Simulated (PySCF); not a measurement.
C₇H₇FO.
Atom-mapped SMILES: `[CH3:1][O:2][c:3]1[cH:4][cH:5][cH:6][c:7]([F:8])[cH:9]1` (hydrogens: H10, H11, H12 on C1; H13 on C4; H14 on C5; H15 on C6; H16 on C9)

Level: PBE0/def2-SVPD in PySCF, non-relativistic, on one gas-phase PBE0-D3(BJ)/def2-SVP geometry that isn't relaxed in the solvent. The solvent is an IEF-PCM continuum (Bondi radii, 1.10 Å for H, scaled by 1.2), and excitations are vertical TDDFT with non-equilibrium linear response and a frozen core. Specific hydrogen bonds and non-electrostatic terms are outside this model.

Gas-phase singlets (H = HOMO, L = LUMO):

```json
{"state": "S1", "E (eV)": "5.181", "λ (nm)": "239", "f": "0.028", "leading configurations": "H→L 78%, H-1→L+1 22%"}
{"state": "S2", "E (eV)": "5.920", "λ (nm)": "209", "f": "0.084", "leading configurations": "H→L+1 75%, H-1→L 23%"}
{"state": "S3", "E (eV)": "6.373", "λ (nm)": "195", "f": "0.008", "leading configurations": "H→L+2 94%"}
{"state": "S4", "E (eV)": "6.745", "λ (nm)": "184", "f": "0.397", "leading configurations": "H-1→L 59%, H→L+1 18%, H-1→L+1 12%"}
{"state": "S5", "E (eV)": "6.799", "λ (nm)": "182", "f": "0.003", "leading configurations": "H→L+3 89%"}
```

Question: How does the list change in chloroform (ε = 4.711)?

Answer: 
```
state  E (eV)  λ (nm)      f             leading configurations  change by rank (eV)
   S1   5.163     240  0.042               H→L 80%, H-1→L+1 20%               -0.018
   S2   5.859     212  0.146               H→L+1 81%, H-1→L 17%               -0.061
   S3   6.474     192  0.008                          H→L+2 92%               +0.101
   S4   6.603     188  0.521  H-1→L 68%, H→L+1 14%, H-1→L+1 10%               -0.142
   S5   6.758     183  0.642    H-1→L+1 66%, H→L 16%, H-1→L 11%               -0.041
```

Question: What are the lowest 5 singlets in dichloromethane (ε = 8.93)?

Answer: 
| state | E (eV) | λ (nm) | f | leading configurations | change by rank (eV) |
| --- | --- | --- | --- | --- | --- |
| S1 | 5.165 | 240 | 0.041 | H→L 80%, H-1→L+1 20% | -0.016 |
| S2 | 5.859 | 212 | 0.145 | H→L+1 81%, H-1→L 17% | -0.061 |
| S3 | 6.481 | 191 | 0.007 | H→L+2 93% | +0.108 |
| S4 | 6.611 | 188 | 0.508 | H-1→L 67%, H→L+1 14%, H-1→L+1 11% | -0.134 |
| S5 | 6.762 | 183 | 0.641 | H-1→L+1 64%, H→L 16%, H-1→L 12% | -0.037 |

Question: How do the frontier levels move from gas to dichloromethane?

Answer: 
| orbital | gas (eV) | solvent (eV) | change (eV) | Löwdin shares, gas | Löwdin shares, solvent |
| --- | --- | --- | --- | --- | --- |
| LUMO+2 | 0.70 | 0.92 | +0.22 | C1 30 %, H10 12 %, H11 12 %, H12 10 % | C1 21 %, C9 11 %, C7 8 %, H10 7 % |
| LUMO+1 | -0.02 | -0.05 | -0.03 | C3 21 %, C6 19 %, C7 16 %, C4 12 % | C3 22 %, C6 19 %, C7 16 %, C4 11 % |
| LUMO | -0.34 | -0.35 | -0.01 | C5 25 %, C9 18 %, C4 15 %, C7 13 % | C5 24 %, C9 18 %, C4 15 %, C7 13 % |
| HOMO | -6.64 | -6.66 | -0.02 | C6 20 %, O2 18 %, C4 17 %, C3 13 % | C6 20 %, O2 20 %, C4 16 %, C3 13 % |
| HOMO-1 | -7.39 | -7.42 | -0.03 | C9 28 %, C5 19 %, C7 14 %, C4 13 % | C9 27 %, C5 19 %, C7 14 %, C4 14 % |
| HOMO-2 | -9.34 | -9.29 | +0.05 | O2 26 %, C6 15 %, C5 13 %, C1 9 % | O2 26 %, C6 14 %, C5 12 %, C1 12 % |
| HOMO-3 | -9.80 | -9.69 | +0.11 | O2 40 %, C1 14 %, C3 10 %, C9 8 % | O2 40 %, C1 17 %, C3 9 %, C9 7 % |

The HOMO–LUMO gap goes from 6.30 to 6.31 eV. Rows go by rank; for LUMO+2 the atom shares or the degeneracy differ between the runs, so the row needn't follow one orbital.

Conformer computed: `[CH3:1][O:2][c:3]1[cH:4][cH:5][cH:6][c:7]([F:8])[cH:9]1`: C1–O2–C3–C4 180°.
